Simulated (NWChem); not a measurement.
Molecule: CH3NOSi; SMILES [SiH3]N=C=O

Program: NWChem. Structure relaxed at the PBE-D3(BJ)/def2-SVP level. B3LYP is NWChem's, with the RPA form of VWN correlation. Level: B3LYP/def2-SVP with SMD (1 M gas to 1 M solution), gas-phase geometry. Reactions with the solvent are ignored.

For solvent cyclohexanone:

* **solvation free energy (kcal/mol)**: -0.9
* **cavity-dispersion-structure term (kcal/mol)**: 0.4
* **dipole in solution (D)**: 2.54

**Question.** What are these values for solvent ethylene glycol?

**Answer.** The solvation free energy (kcal/mol) is 4.3, the cavity-dispersion-structure term (kcal/mol) comes out as 6.8 and the dipole in solution (D) is 2.83.
